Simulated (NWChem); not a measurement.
# Ionisation of H₂BO₂

```xyz
5

O     -1.2159     0.0000    -0.0411
B      0.0000     0.0000     0.5379
O      1.2159     0.0000    -0.0411
H     -1.2184     0.0000    -1.0157
H      1.2184     0.0000    -1.0157
```
Charge 0, spin multiplicity 2.

Everything below was run with NWChem. The geometry was optimised at UB3LYP/def2-SVP, a minimum by its harmonic frequencies. It is one conformer; others weren't searched.

Basis set: def2-TZVPD. −ε marks an orbital energy of the parent.

B3LYP has NWChem's definition, with VWN1-RPA local correlation. The structure started from a generated list of species. The unpaired electrons of the parent sit in orbitals of symmetry a1 (C2v labels of the run); other states weren't searched. No SCF solution was tested for a lower state.

Problem. One of these methods gave a first vertical ionisation energy of 7.18 eV. Which?
(A) −ε(alpha HOMO) of r2SCAN
(B) −ε(alpha HOMO) of BHandHLYP
(C) −ε(alpha HOMO) of B3LYP
(D) −ε(alpha HOMO) of PBE

Solution. B, −ε(alpha HOMO) of BHandHLYP. The others give 5.82 (−ε(alpha HOMO) of B3LYP), 4.89 (−ε(alpha HOMO) of PBE), 5.20 (−ε(alpha HOMO) of r2SCAN).
